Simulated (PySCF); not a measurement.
C3H10Si2, SMILES [SiH3][C@H]1C[C@@H]1[SiH3]. Atoms are numbered in the order given.

```xyz
15

Si     2.2846     0.0322     0.4050
C      0.5765    -0.5048    -0.1617
C      0.0000     0.0000    -1.4679
C     -0.5765     0.5048    -0.1617
Si    -2.2846    -0.0322     0.4050
H      2.5128     1.4450    -0.0679
H      3.3589    -0.8539    -0.1689
H      2.3965    -0.0011     1.9064
H      0.3016    -1.5424     0.1041
H      0.5963     0.7055    -2.0702
H     -0.5963    -0.7055    -2.0702
H     -0.3016     1.5424     0.1041
H     -3.3589     0.8539    -0.1689
H     -2.5128    -1.4450    -0.0679
H     -2.3965     0.0011     1.9064
```
Charge 0, spin multiplicity 1.

Geometry optimised at PBE-D3(BJ)/def2-SVP. The structure was generated by enumeration; whether it is a known compound was not checked.

Computed with PBE-D3(BJ)/def2-SVP (PySCF).

Frequencies are harmonic and unscaled.

| mode | ν (cm⁻¹) | IR (km/mol) | moving atoms (share of kinetic energy) |
|---|---|---|---|
| 1 | 102 | 0.1 | H 39 %, Si 33 %, C 28 % |
| 2 | 129 | 0.1 | H 86 % |
| 3 | 131 | 0.2 | H 83 %, C 11 % |
| 4 | 173 | 0.5 | C 51 %, H 41 %, Si 8 % |
| 5 | 241 | 0.1 | Si 46 %, C 27 %, H 27 % |
| 6 | 275 | 1.0 | C 50 %, H 42 %, Si 8 % |
| 7 | 530 | 0.3 | H 60 %, Si 24 %, C 15 % |
| 8 | 572 | 6.8 | H 51 %, C 26 %, Si 23 % |
| 9 | 619 | 41.4 | H 83 %, Si 11 % |
| 10 | 623 | 35.2 | H 82 %, Si 11 % |
| 11 | 695 | 35.5 | H 50 %, C 34 %, Si 16 % |
| 12 | 712 | 11.8 | H 58 %, C 28 %, Si 14 % |
| 13 | 860 | 43.1 | H 82 %, C 16 % |
| 14 | 875 | 0.4 | C 71 %, H 27 % |
| 15 | 882 | 476.6 | H 85 %, Si 11 % |
| 16 | 898 | 43.8 | H 91 %, Si 8 % |
| 17 | 904 | 3.6 | H 86 %, C 11 % |
| 18 | 909 | 79.3 | H 91 % |
| 19 | 913 | 77.9 | H 92 % |
| 20 | 921 | 3.7 | H 87 %, C 11 % |
| 21 | 948 | 7.0 | C 67 %, H 33 % |
| 22 | 956 | 1.8 | H 80 %, C 17 % |
| 23 | 1025 | 3.0 | H 74 %, C 26 % |
| 24 | 1061 | 22.7 | H 80 %, C 19 % |
| 25 | 1072 | 1.7 | H 94 % |
| 26 | 1182 | 2.1 | H 63 %, C 37 % |
| 27 | 1186 | 10.5 | H 70 %, C 29 % |
| 28 | 1303 | 8.2 | C 63 %, H 37 % |
| 29 | 1417 | 0.6 | H 74 %, C 26 % |
| 30 | 2150 | 153.6 | H 99 % |
| 31 | 2152 | 0.1 | H 98 % |
| 32 | 2161 | 9.3 | H 96 % |
| 33 | 2161 | 232.4 | H 96 % |
| 34 | 2161 | 8.1 | H 96 % |
| 35 | 2164 | 203.0 | H 96 % |
| 36 | 3047 | 10.5 | H 95 % |
| 37 | 3052 | 0.4 | H 92 %, C 8 % |
| 38 | 3055 | 4.3 | H 92 % |
| 39 | 3137 | 2.8 | H 89 %, C 11 % |
